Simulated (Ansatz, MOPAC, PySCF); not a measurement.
Molecule: CHF, net charge 0, singlet state. SMILES: [CH]F
Structure (B3LYP-D3(BJ)/def2-TZVP (Ansatz, a quantum-chemistry and plane-wave program) minimum search):
```
C
F 1 1.3097
H 1 1.1236 2 102.28
```

Unscaled harmonic wavenumbers (cm⁻¹) in rising order, each level at the stationary point that it reaches from this structure (no distance between atoms moves by over 0.3 Å); the order of modes can differ between levels, and a negative number is imaginary. B3LYP-D3(BJ)/def2-TZVP (PySCF, at the structure above): 1205, 1441, 2762.

PM7 (MOPAC): 1238, 1446, 2553. Zero-point energy 7.5 against 7.7 kcal/mol; where all levels lie over 400 cm⁻¹, the wavenumbers are on average 0.985 times those of B3LYP-D3(BJ)/def2-TZVP.

HF/6-31G* (Ansatz): 1331, 1573, 3060. Zero-point energy 8.5 against 7.7 kcal/mol; where all levels lie over 400 cm⁻¹, the wavenumbers are on average 1.101 times those of B3LYP-D3(BJ)/def2-TZVP.

B3LYP/6-31G* (Ansatz): 1231, 1461, 2737. Zero-point energy 7.8 against 7.7 kcal/mol; where all levels lie over 400 cm⁻¹, the wavenumbers are on average 1.009 times those of B3LYP-D3(BJ)/def2-TZVP.
